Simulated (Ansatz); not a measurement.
A structure relaxed at PBE-D4/def2-SVP in Ansatz, charge 0, singlet:

Cartesian coordinates in Å:
```
N -1.0198 -2.0398 2.2942
Al -1.8439 -0.4452 1.5455
N -1.1223 0.9443 2.7916
Al -1.5682 -1.4219 -1.2816
N -0.9514 -0.0064 -0.0658
Al -1.6929 1.5487 -0.8512
Al -0.1184 2.3777 1.9700
N -0.9679 2.9821 0.3418
N -0.7177 1.9383 -2.4883
Al 0.9300 -1.9748 2.5855
Al 1.0167 -3.1559 -0.4070
N 0.0805 -2.2407 -1.8586
N 1.5302 -1.6486 0.7772
Al 0.9212 -0.0248 0.0374
N 1.4249 1.4284 1.2783
Al 1.1771 -1.0429 -2.9465
N 1.6832 0.3650 -1.6426
Al 1.2404 2.1164 -2.3304
H -1.5037 -2.3315 3.1577
H -1.1598 -2.8327 1.6332
H -3.4320 -0.3426 1.6654
H -1.8613 1.2872 3.4244
H -0.4295 0.4567 3.4013
H -2.4703 -2.3743 -0.3261
H -2.3374 -0.6061 -2.4547
H -3.2711 1.7837 -0.8916
H 0.2059 3.5700 2.9817
H -1.6770 3.7120 0.5104
H -0.2029 3.4469 -0.1951
H -0.8559 1.1520 -3.1576
H -1.1173 2.7609 -2.9663
H 1.5053 -3.3091 3.2541
H 1.1335 -0.5916 3.4589
H -0.0773 -4.0073 0.4451
H 2.3545 -3.8901 -0.9066
H -0.1855 -3.0030 -2.5097
H 2.5640 -1.6702 0.7837
H 1.9665 1.0320 2.0650
H 2.0469 2.0934 0.7884
H 0.2048 -0.2961 -4.0162
H 2.5171 -1.7508 -3.4770
H 2.7140 0.3030 -1.5879
H 1.4210 3.2146 -1.1143
H 1.9456 2.4930 -3.7157
```

Question: Give its formula and point group.

Answer: Al9N9H26, a nanocrystal cut from wurtzite AlN (hydrogen-capped). Point group Cs (tolerance 0.1 Å).

Question: Summarise the bond lengths by kind (pairs closer than 1.2 times the sum of covalent radii, bridged metal pairs left out).

Answer: 23 × Al–N 1.88 to 2.00 Å; 13 × Al–H 1.60 to 1.65 Å; 13 × H–N 1.03 to 1.04 Å.

Single mean-field runs in def2-SVP are fitted with def2-universal-jkfit.
